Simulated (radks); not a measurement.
Coulomb parameter of the 4f shell of neutral praseodymium in the model configuration [Xe] 4f1 5d2 6s2, as a second difference U = [E(n + 0.5) + E(n - 0.5) - 2 E(n)] / (0.5)^2 with all orbitals relaxed. "Bare": the charge of the atom changes with n. "Screened": the 5d shell takes up the change at fixed total charge, which measures U(4f,4f) + U(5d,5d) - 2 U(4f,5d). Method: scalar-relativistic Kohn-Sham, PBE, spin-unpolarised, spherical densities, point nucleus; computed with a radial shooting solver on a logarithmic mesh with Libxc functionals.

case                  configuration  E - E(n) (eV)
start              [Xe] 4f1 5d2 6s2          0.000
bare +0.5        [Xe] 4f1.5 5d2 6s2         -4.503
bare -0.5        [Xe] 4f0.5 5d2 6s2          8.030
screened +0.5  [Xe] 4f1.5 5d1.5 6s2         -3.504
screened -0.5  [Xe] 4f0.5 5d2.5 6s2          4.878

U(bare) = 14.108 eV, U(screened by 5d) = 5.494 eV, against the Slater integral F0(4f,4f) = 26.276 eV with frozen orbitals. The step up makes a negative ion, whose loosely bound charge lowers the bare value.
